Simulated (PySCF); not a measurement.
Atoms are numbered as in `[CH:1]#[C:2][Si@@H:3]([OH:4])[SiH:5]([SiH3:6])[SiH3:7]`. Each H is labelled by its parent atom.

Level of theory: PBE0/pcSseg-1 with gauge-including orbitals, GFN2-xTB geometry, in PySCF (non-relativistic, isolated molecule, one conformer, one averaged value for each set of equivalent atoms).

List the cross peaks expected in HSQC, COSY and HMBC spectra.

Answers



HSQC (one-bond C–H):
```csv
δH,δC
2.26 (H(C1)),105.5 (C1)
```

COSY cross peaks (H two or three bonds apart, from the bond graph; peaks can be absent where the dihedral angle is near 90°):
```csv
δH,δH
5.77 (H(Si3)),3.07 (H(Si5))
3.72 (H(Si6)),3.07 (H(Si5))
3.66 (H(Si7)),3.07 (H(Si5))
```

HMBC (two and three bonds, from the bond graph):
```csv
δH,δC
5.77 (H(Si3)),"105.5 (C1), 91.8 (C2)"
3.07 (H(Si5)),91.8 (C2)
2.26 (H(C1)),91.8 (C2)
```

δ = σ(ref) − σ, references computed at the same level: ¹H and ¹³C against TMS.

The OH or NH signal is concentration- and solvent-dependent in practice; the value given is the gas-phase one. Shifts are as computed. Against solution values, carbons near 30 ppm lie about +3 ppm off and those near 130 ppm about +5 ppm. Of 1309 compounds with measured shifts, 239 miss one by over three times the rms of a fit or turn the order of signals round; such compounds aren't used in these exercises.
